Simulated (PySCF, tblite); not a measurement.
Isomers of C6H13PS, one GFN2-xTB conformer each. Single-point energies are computed at PBE0/pcSseg-1 (PySCF, gas phase, no added dispersion term), electronic only.

Question: Rank them by PBE0/pcSseg-1 energy, lowest first (kcal/mol).
A. `[CH2:1]=[C:2]([CH3:3])[P:4]([CH3:5])[CH2:6][S:7][CH3:8]` with C1–C2–P4–C5 132°, C2–P4–C6–S7 164°, P4–C6–S7–C8 168°
B. `[CH2:1]=[CH:2][CH2:3][P@@:4]([CH3:5])(=[S:6])[CH2:7][CH3:8]` with C1–C2–C3–P4 113°, C2–C3–P4–C5 -66°, C3–P4–C7–C8 -74°

Answer: B (0.0), A (29.5).

GFN2-xTB itself gives, in the same order: 0.0, 30.7. Both levels put the same isomer lowest.

Question: Which frontier levels, dipoles and rotational constants go with these structures?

Answer: 
| SMILES | HOMO (eV, PBE0/pcSseg-1) | LUMO (eV) | dipole (D) | A, B, C (MHz) |
| --- | --- | --- | --- | --- |
| C=CC[P@@](C)(=S)CC | -6.37 | -0.05 | 4.50 | 1833, 985.6, 880.9 |
| C=C(C)P(C)CSC | -6.38 | 0.07 | 2.04 | 2917, 726.5, 622.3 |

Question: What happens when harmonic zero-point energies from GFN2-xTB frequencies are added?

Answer: 
```tsv
SMILES	ZPE (kcal/mol)	electronic (kcal/mol)	with ZPE (kcal/mol)
C=CC[P@@](C)(=S)CC	108.3	0.0	0.0
C=C(C)P(C)CSC	107.6	29.5	28.8
```

The zero-point energies span 0.7 kcal/mol. The order is unchanged.
